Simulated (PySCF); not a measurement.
Positional isomers: trisilane hydroxy+silyl. Isolated molecules, 0 K electronic values unless said otherwise. One relaxed conformer stands for each flexible species; it need not be the lowest. Strings in code marks are SMILES.

All values below come from PBE-D3(BJ)/def2-TZVP // PBE0-D3(BJ)/def2-TZVP (PySCF 2.14.0). Excitations are Tamm–Dancoff values on a coarser integration grid. The basis has no diffuse functions, so Rydberg states are missing or too high.

```csv
species,T1 excitation (TDA) (eV),LUMO (eV),S1–T1 gap (TDA) (eV),S1 oscillator strength
`O[SiH2][SiH2][SiH2][SiH3]`,4.98,-1.43,0.49,0.020
"`[SiH]([SiH3])([SiH2]O)[SiH3]` (H–O–Si–Si torsion 180°, O–Si–Si–Si torsion -62°)",4.95,-1.46,0.51,0.007
"`[Si@@H]([SiH3])(O)[SiH2][SiH3]` (H–O–Si–Si torsion 56°, Si–Si–Si–Si torsion 172°)",4.37,-1.72,0.60,0.078
`O[Si]([SiH3])([SiH3])[SiH3]` (H–O–Si–Si torsion 60°),4.21,-1.87,0.44,0.002
```
